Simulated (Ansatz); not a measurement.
C2H6SeSi (`C[SiH]1C[Se]1`). The species carries charge 0 and has multiplicity 1. The geometry is a stationary point of PBE0-D4/def2-TZVP.

```xyz
10

C    -0.224    1.560   -0.171
Si   -0.157   -0.250   -0.580
C     0.205   -1.484    0.733
Se    1.788   -1.340   -0.522
H     0.035    2.162   -1.045
H    -1.229    1.842    0.152
H     0.483    1.790    0.628
H    -1.119   -0.654   -1.632
H     0.459   -1.154    1.735
H    -0.242   -2.472    0.702
```

Question: What is the dipole moment at PBE/def2-TZVPP? (Estimate.)

Answer: Computed: 2.24 D, with components (-1.64, 1.36, 0.71) D in this frame, pointing from negative to positive charge.

Question: And with r2SCAN, B3LYP, ωB97M-V? (An estimate is asked.)

Answer: Ansatz gave: r2SCAN 2.42 D, B3LYP 2.37 D, ωB97M-V 2.43 D.

Question: Give the Mulliken charges with PBE, B3LYP, r2SCAN in def2-TZVPP. (An estimate is asked.)

Answer: Ansatz gave: 
| atom | PBE | B3LYP | r2SCAN |
| --- | --- | --- | --- |
| C1 | -0.35 | -0.36 | -0.28 |
| Si2 | 0.26 | 0.34 | 0.35 |
| C3 | -0.28 | -0.32 | -0.26 |
| Se4 | -0.17 | -0.18 | -0.20 |
| H5 | 0.11 | 0.11 | 0.08 |
| H6 | 0.11 | 0.10 | 0.08 |
| H7 | 0.12 | 0.12 | 0.09 |
| H8 | -0.06 | -0.07 | -0.08 |
| H9 | 0.13 | 0.13 | 0.11 |
| H10 | 0.13 | 0.13 | 0.11 |

B3LYP here is the variant with VWN-RPA as its local correlation; programs differ in this.
